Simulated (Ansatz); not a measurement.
Ligand exchange: C2H5ClSi + GeH(CH3)2(SiH3) → C2H8Si2 + GeH(CH3)2Cl

Species: C2H5ClSi `C=C[SiH2]Cl`, singlet; GeH(CH3)2(SiH3), singlet; C2H8Si2 `C=C[SiH2][SiH3]`, singlet; GeH(CH3)2Cl, singlet. The partners trade Cl for SiH3: Si–Cl and Ge–SiH3 bonds give way to Si–SiH3 and Ge–Cl.

Shapes, held fixed at every level: PBE0-D4/def2-TZVP. Flexible molecules stand in one conformer, not always the lowest. Programs: Ansatz 0.2.0. Electronic energies: no zero-point or thermal term.

(1) Estimate ΔE of this reaction.

Answers

(1) The highest level, CCSD(T)/def2-TZVPP, gives ΔE = +22.4 kJ/mol; the levels span +17.5 to +25.0. The column of differences is taken from that level and isn't an error. No measured value is set beside it here. Relativity is left out for Ge. Outer-core shells of Ge are correlated in most correlated rows, in sets that cover them unevenly.

| level | kind | ΔE (kJ/mol) | less CCSD(T)/def2-TZVPP |
| --- | --- | --- | --- |
| HF/def2-TZVPP | Hartree–Fock | +17.5 | -4.9 |
| B3LYP-D4/def2-TZVPP | global hybrid | +21.1 | -1.3 |
| PBE0-D4/def2-TZVPP | global hybrid | +19.4 | -3.0 |
| wB97M-V/def2-TZVPP | range-separated hybrid | +25.0 | +2.6 |
| wB97X-V/def2-TZVPP | range-separated hybrid | +19.8 | -2.6 |
| B2PLYP/def2-TZVPP | double hybrid | +22.6 | +0.2 |
| CCSD/def2-TZVPP | coupled cluster or CI | +22.4 | 0.0 |
| CCSD(T)/def2-TZVPP | coupled cluster or CI | +22.4 | 0.0 |
